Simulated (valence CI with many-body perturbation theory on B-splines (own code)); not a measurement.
The numbers below are computed, except where a source is named.
Level structure of Er55+

Level of theory: valence CI with perturbative core correlation (CI+MBPT): three valence electrons over a frozen Dirac-Fock core [Ne], radial functions for each j: 11 s, 11 p, 9 d, 7 f, 5 g, 2 h, 1 i, with the one-electron correlation potential Σ1 (screened to all orders), the two-electron term Σ2, the three-electron term Σ3, Breit, model QED; selected single and double excitations, second order for the rest (own B-spline code, finite nucleus).

The last digits are not significant, and no measured levels were compared; by estimate large intervals hold to a few tenths of a per cent, small ones and those within an open d or f shell to about a per cent.

Levels 46 to 68 of 68, with energies above the lowest level, (3s^2 3p1/2) J=1/2. "Leading %" is the weight of the configuration and term that name the level; weights of strongly mixed levels are sums over their largest components and can fall short. In the jj column 3d3/2^4 stands for four electrons in 3d with j = 3/2.

```
No.  Configuration  Term    J  E (eV)  Leading %                Leading jj  Second component
 46         3p2 3d    2D  3/2   988.0         37  3p1/2 3p3/2 3d3/2 (86 %)    24 % 3p2 3d 2P
 47         3p2 3d    2D  5/2   989.1         29  3p1/2 3p3/2 3d3/2 (84 %)    22 % 3p2 3d 4F
 48         3p2 3d    4P  1/2   992.3         33  3p1/2 3p3/2 3d3/2 (87 %)    31 % 3p2 3d 2P
 49         3p2 3d    4D  7/2  1014.9         47  3p1/2 3p3/2 3d5/2 (98 %)    34 % 3p2 3d 4F
 50         3s 3d2    4F  3/2  1016.2         77         3s 3d3/2^2 (85 %)    13 % 3s 3d2 2D
 51         3p2 3d    2G  9/2  1022.5         58  3p1/2 3p3/2 3d5/2 (93 %)    34 % 3p2 3d 4F
 52         3p2 3d    2P  3/2  1025.5         49  3p1/2 3p3/2 3d5/2 (93 %)    22 % 3p2 3d 4P
 53         3s 3d2    4F  5/2  1025.6         34         3s 3d3/2^2 (50 %)    20 % 3s 3d2 2D
 54         3p2 3d    2D  5/2  1031.2         31  3p1/2 3p3/2 3d5/2 (56 %)    22 % 3p2 3d 4D
 55         3p2 3d    2F  7/2  1040.6         50  3p1/2 3p3/2 3d5/2 (80 %)    18 % 3p2 3d 4F
 56         3p2 3d    4P  5/2  1043.3         36  3p1/2 3p3/2 3d5/2 (90 %)    25 % 3p2 3d 2F
 57         3s 3d2    4P  1/2  1044.9         66         3s 3d3/2^2 (79 %)    22 % 3s 3d2 2S
 58            3p3   2P°  3/2  1050.2         50            3p3/2^3 (96 %)      28 % 3p3 2D°
 59         3p2 3d    2P  1/2  1052.6         43  3p1/2 3p3/2 3d5/2 (85 %)    36 % 3p2 3d 2S
 60         3p2 3d    2D  3/2  1055.2         60  3p1/2 3p3/2 3d5/2 (92 %)    12 % 3p2 3d 4D
 61         3s 3d2    4F  7/2  1069.6         87     3s 3d3/2 3d5/2 (85 %)                  
 62         3s 3d2    4F  5/2  1073.8         37     3s 3d3/2 3d5/2 (92 %)    30 % 3s 3d2 4P
 63         3s 3d2    4P  3/2  1078.6         86     3s 3d3/2 3d5/2 (98 %)     9 % 3s 3d2 2D
 64         3s 3d2    2G  9/2  1084.1         48     3s 3d3/2 3d5/2 (85 %)    46 % 3s 3d2 4F
 65         3s 3d2    2F  5/2  1092.2         51     3s 3d3/2 3d5/2 (83 %)    31 % 3s 3d2 4P
 66         3s 3d2    2G  7/2  1092.4         74     3s 3d3/2 3d5/2 (94 %)    20 % 3s 3d2 2F
 67         3s 3d2    2D  3/2  1095.6         41     3s 3d3/2 3d5/2 (81 %)    29 % 3s 3d2 2P
 68         3s 3d2    2P  1/2  1105.0         58     3s 3d3/2 3d5/2 (76 %)    19 % 3s 3d2 4P
```
